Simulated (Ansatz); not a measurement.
In(NH2Me)H3 (CH₈InN). Charge 0, multiplicity 1. Geometry PBE0-D4/def2-SVP; atoms count from 1.

```
atom   x (Å)   y (Å)   z (Å)
 In1  -0.939  -0.763   1.385
  N2   0.198  -0.352  -0.672
  C3   0.738   1.000  -0.790
  H4  -0.460  -0.548  -1.426
  H5   0.938  -1.049  -0.753
  H6   1.262   1.179  -1.744
  H7  -0.081   1.727  -0.695
  H8   1.438   1.183   0.037
  H9  -2.139   0.489   1.188
 H10   0.430  -0.448   2.420
 H11  -1.383  -2.417   1.053
```

In the def2 sets In takes a core potential; there is no spin–orbit coupling.

Estimate the Mulliken populations from the PBE0/def2-TZVP orbitals of Ansatz.


```tsv
atom	charge (e)
In1	0.26
N2	-0.49
C3	-0.30
H4	0.26
H5	0.26
H6	0.14
H7	0.16
H8	0.16
H9	-0.16
H10	-0.16
H11	-0.15
```
Mulliken values depend strongly on the basis.

And the Mayer bond orders between heavy atoms (over 0.3)?

In1–N2 0.32 (2.39 Å); N2–C3 0.96 (1.46 Å).
